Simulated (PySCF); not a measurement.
A PySCF script (with the pyscf-properties extension) for the NMR shieldings of `InChI=1S/C6H16N2/c1-6(2,3)8(5)7-4/h7H,1-5H3`, on a GFN2-xTB geometry:

```python
import basis_set_exchange as bse
import numpy as np
from pyscf import gto, dft
from pyscf.prop import nmr

atoms = """
C     2.723415   -0.265518    0.160537
N     1.483642    0.038678   -0.522163
N     0.426640    0.298905    0.384436
C     0.358898    1.694511    0.764423
C    -0.823821   -0.315488   -0.088524
C    -0.545693   -1.814634   -0.238745
C    -1.297100    0.250450   -1.436225
C    -1.916566   -0.126921    0.967417
H     2.540631   -1.105456    0.827883
H     3.133173    0.565762    0.751648
H     3.460392   -0.556755   -0.586542
H     1.617906    0.819161   -1.169842
H    -0.363234    1.830904    1.563946
H     1.336970    1.991856    1.145008
H     0.098430    2.363501   -0.071616
H     0.260573   -1.972421   -0.947720
H    -0.250521   -2.230412    0.720329
H    -1.435376   -2.330406   -0.589727
H    -0.535224    0.089056   -2.194800
H    -1.503486    1.316163   -1.362025
H    -2.209410   -0.249737   -1.749778
H    -2.306429    0.887832    0.966792
H    -2.742234   -0.802752    0.758496
H    -1.523311   -0.356515    1.954349
"""
names = dict.fromkeys(["C", "N", "H"], "pcSseg-1")
basis = {el: gto.basis.parse(bse.get_basis(n, elements=[el], fmt="nwchem")) for el, n in names.items()}
mol = gto.M(atom=atoms, basis=basis, charge=0, verbose=0)
mf = dft.RKS(mol, xc="PBE0")
mf.grids.level = 2
mf.grids.alignment = dft.numint.BLKSIZE   # the property module wants whole blocks of grid points
mf.conv_tol = 1e-9
mf.kernel()

calc = nmr.RKS(mf)   # GIAO
C = mf.mo_coeff
Co = C[:, mf.mo_occ > 0]
resp = mf.gen_response(singlet=True, hermi=2)
def vind(x):   # induced exchange potential for any number of trial vectors
    d = np.einsum("pi,xij,qj->xpq", C, 2 * x.reshape(-1, C.shape[1], Co.shape[1]), Co, optimize=True)
    return np.einsum("xpq,pi,qj->xij", resp(d - d.transpose(0, 2, 1)), C, Co, optimize=True).ravel()
mo1, _ = nmr.rhf.solve_mo1(calc, with_cphf=vind)
sigma = calc.kernel(mo1)
for i, s in enumerate(sigma):   # ppm
    w = np.linalg.eigvalsh((s + s.T) / 2)
    print("%2d %-2s iso %8.1f  s11 %8.1f  s22 %8.1f  s33 %8.1f" % (i, mol.atom_pure_symbol(i), w.mean(), *w))
```

Q: Give the expected output.

A: 
```
 0 C  iso    147.2  s11    122.4  s22    133.6  s33    185.7
 1 N  iso    165.2  s11    107.3  s22    144.9  s33    243.3
 2 N  iso    157.1  s11    102.0  s22    130.7  s33    238.7
 3 C  iso    152.4  s11    122.3  s22    149.1  s33    185.9
 4 C  iso    128.5  s11    113.6  s22    114.5  s33    157.5
 5 C  iso    155.4  s11    134.0  s22    145.5  s33    186.8
 6 C  iso    170.2  s11    155.6  s22    165.6  s33    189.3
 7 C  iso    156.1  s11    139.5  s22    144.1  s33    184.6
 8 H  iso     29.2  s11     24.5  s22     28.3  s33     34.8
 9 H  iso     28.8  s11     23.7  s22     27.2  s33     35.5
10 H  iso     29.1  s11     24.5  s22     26.4  s33     36.3
11 H  iso     30.8  s11     22.6  s22     31.4  s33     38.6
12 H  iso     29.1  s11     23.5  s22     28.5  s33     35.4
13 H  iso     29.0  s11     23.9  s22     27.8  s33     35.2
14 H  iso     29.7  s11     25.1  s22     28.3  s33     35.8
15 H  iso     29.3  s11     24.5  s22     29.9  s33     33.4
16 H  iso     30.7  s11     27.6  s22     28.2  s33     36.4
17 H  iso     31.2  s11     27.2  s22     28.9  s33     37.5
18 H  iso     30.6  s11     25.9  s22     29.8  s33     36.1
19 H  iso     30.7  s11     25.9  s22     29.5  s33     36.5
20 H  iso     31.2  s11     27.3  s22     28.9  s33     37.5
21 H  iso     30.6  s11     26.7  s22     28.9  s33     36.2
22 H  iso     30.6  s11     26.5  s22     28.5  s33     36.9
23 H  iso     30.6  s11     27.2  s22     28.1  s33     36.6
```

These numbers come from an equivalent density-fitted implementation of the same equations, which agrees with the script to about 0.01 ppm for H and up to a few tenths of a ppm for heavy atoms, so last digits may differ.

Q: Turn these shieldings into chemical shifts. References, each an isolated molecule treated in the same way: $^{13}$C (186.93 ppm), $^{1}$H (31.72 ppm) vs TMS; $^{15}$N (267.73 ppm) vs NH3.

A: Averaging equivalent atoms: C 4: 58.4; C 0: 39.7; C 3: 34.5; C 5/6/7: 26.4; N 2: 110.6; N 1: 102.5; H 8/9/10: 2.69; H 12/13/14: 2.44; H 15/16/17/18/19/20/21/22/23: 1.09; H 11: 0.87 ppm. Experimental scales use liquid or dissolved standards, which lie at an offset from isolated NH3 (liquid NH3: subtract about 20 ppm).

Size and cost of the density-fitted run: 216 basis functions, of the order of 2.3 core-minutes.
